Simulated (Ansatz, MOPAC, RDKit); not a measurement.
Complex: CH3F (SMILES CF) (first 5 atoms) with CH2F2 (SMILES FCF); geometry from B3LYP-D3(BJ)/def2-TZVP.
(charge 0, multiplicity 1):
```
atom    x (Å)    y (Å)    z (Å)
----  -------  -------  -------
C      0.0867  -0.7124  -0.2289
F      0.3203   0.5107   0.4034
H     -0.0283  -1.4786   0.5363
H     -0.8229  -0.6250  -0.8232
H      0.9384  -0.9364  -0.8713
F      0.0299  -1.1122   3.0849
C      0.2849   0.2014   3.3672
F      0.3268   0.3425   4.7223
H     -0.5294   0.8065   2.9711
H      1.2568   0.4640   2.9515
```

Monomers are frozen at their geometry in the pair; levels with a basis set take the counterpoise correction.

The state that AM1 reach isn't checked.

Codes used: Ansatz (Gaussian basis) for Hartree–Fock, density functionals and correlated methods; MOPAC for AM1 (differences of heats of formation); RDKit for the force fields. Values without a source in brackets are computed.

Problem. One of these levels gives -13.5 meV for the interaction energy. Which one is it?
(A) MMFF94
(B) AM1
(C) revPBE/def2-TZVPPD
(D) HF/aug-cc-pVDZ

Solution. C, revPBE/def2-TZVPPD. The others give -138.5 (MMFF94), -49.1 (AM1), -74.1 (HF/aug-cc-pVDZ)

Ansatz is an electronic-structure program.
